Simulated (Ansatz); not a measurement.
Other settings, tried on HgBr₂.

```yaml
crystal:
  periodic: [false, false, false]
  atoms:
    - {symbol: Hg, position_ang: [-0.000009, -0.000006, -0.000002]}
    - {symbol: Br, position_ang: [-0.017079, -0.021383, 2.415800]}
    - {symbol: Br, position_ang: [0.017088, 0.021388, -2.415807]}
basis:
  gaussian: {orbitals: cc-pVTZ-PP}
hamiltonian: {xc: {name: r2SCAN}}
scf: {omitted_lower_state_checks: [starts]}
```

```sh
$ ansatz run in.yaml --threads 2 --pin off --events-out ev --progress --plain --max-ram 4352MiB
```

Output, abridged:

```
Functional definition: r2SCAN
1016 factors; their error is unknown
mean field evaluation 1: about -26858.4417 eV, gradient 2.7e1 eV
mean field evaluation 2: about -26853.5361 eV, gradient 5.4e1 eV
mean field evaluation 4: about -26860.3274 eV, gradient 1.2e0 eV
mean field evaluation 8: about -26860.3109 eV, gradient 1.5e-2 eV
mean field -26860.31093119 eV, -987.0982201484 hartree, gradient 4.8e-5 eV, S^2 0.000000; 0 other end points of the search recorded, 0 dependent functions left out
reference -26860.31094185 eV, -987.0982205402 hartree; 35, 35 occupied and 106, 106 virtual orbitals, 1016 factors
Total energy: -26860.31094185 eV, -987.0982205402 hartree
Checks for a lower state left out: starts
```

Run time 4.9 s (2 threads of Arm Neoverse V2 on a shared host).
